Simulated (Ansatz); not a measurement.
Potential energy curve for MgC, lowest singlet found (which spin is the ground state isn't settled by this scan).

Methods: RKS-PBE = restricted PBE/aug-cc-pVDZ in Ansatz (an electronic-structure program); RKS-PBE0 = restricted PBE0/aug-cc-pVDZ run with Ansatz; FCI = Ansatz with full CI/aug-cc-pVDZ, frozen core.

Energies relative to the lowest point of each curve between 1.89 and 2.60 Å, where full CI is lowest, in kJ/mol; the last columns give the error against full CI:

```
R / Å  RKS-PBE  RKS-PBE0    FCI  RKS-PBE − FCI  RKS-PBE0 − FCI
-----  -------  --------  -----  -------------  --------------
1.89      26.3      25.6   32.4           -6.1            -6.8
1.99       6.7       6.3    9.8           -3.1            -3.5
2.04       2.0       1.8    3.9           -1.9            -2.1
2.14       0.0       0.0    0.0            0.0             0.0
2.19       1.8       1.8    1.1            0.7             0.8
2.24       5.1       5.0    3.7            1.3             1.3
2.35      15.8      15.3   13.4            2.4             1.9
2.44      26.9      25.8   23.9            3.0             1.9
2.60      49.0      46.1   45.3            3.7             0.8
2.76      71.3      65.9   66.8            4.4            -0.9
2.92      92.0      83.8   86.3            5.6            -2.6
3.16     118.2     105.9  109.4            8.8            -3.5
3.49     145.3     127.8  128.5           16.8            -0.7
```

RKS-PBE is furthest from FCI at 3.49 (16.8 kJ/mol, above); its mean absolute error over the points is 4.5 kJ/mol.

RKS-PBE0 is furthest from FCI at 1.89 (-6.8 kJ/mol, below); its mean absolute error over the points is 2.1 kJ/mol.

The scan ran from 1.57 to 7.42 Å; beyond the distances shown full CI changes its symmetry label. The restricted form behind RKS-PBE, RKS-PBE0 keeps the bonding electrons paired and can't separate into open-shell fragments. Also computed but left out beside FCI, since their determinant holds another spin at the minimum (<S²> over 0.7 above the pure value): UHF, UMP2, UCCSD, UCCSD(T), UCCSDT, UCCSDT(Q), UKS-BLYP, UKS-PBE0, UKS-PBE, UKS-B3LYP/6-31G*, UKS-B3LYP/6-311+G**, UHF/LANL2DZ, UKS-LDA (SVWN5)/6-31G*.
